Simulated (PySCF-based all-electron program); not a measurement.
## Force along the bond of CSe, singlet

Calculated with an in-house all-electron program built on PySCF, in large uncontracted Gaussian sets near the basis limit; Koelling–Harmon scalar relativity, no spin–orbit coupling, spin-restricted. Forces are good to about 0.004 eV/Å. A positive force pushes the atoms apart.

| r (Å) | PBE (eV/Å) |
| --- | --- |
| 1.5086 | ? |
| 1.6762 | 0.402 |
| 1.8438 | -4.224 |

(1) Fill in the missing PBE forces.

(2) Between which listed lengths does the PBE force vanish, and at which of the two is it smaller?

Results:

(1) 1.5086 Å: 11.333 eV/Å.

(2) Between 1.676 and 1.844 Å. The force is smaller at 1.676 Å.
